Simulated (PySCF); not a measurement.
C2H10FNSi2, SMILES C(N)[SiH2]C[SiH2]F.

The structure is a stationary point at B3LYP-D3(BJ)/def2-SVP. The structure was generated by enumeration, and PubChem lists no compound with its InChIKey, so it may never have been made. Other conformers were not sampled.

Level of theory: SMD-M06-2X/def2-SVP run with PySCF.

Solvation free energies are E(SMD) − E(gas) at the gas-phase geometry, for 1 M in both phases. In vacuum the dipole moment is 3.41 D.

```csv
solvent,ΔG(solv) (kcal/mol),its non-electrostatic (CDS) part,dipole (D)
water,-1.8,4.9,4.49
n-hexane,-2.4,-0.1,3.74
1-octanol,-4.8,0.9,4.31
```
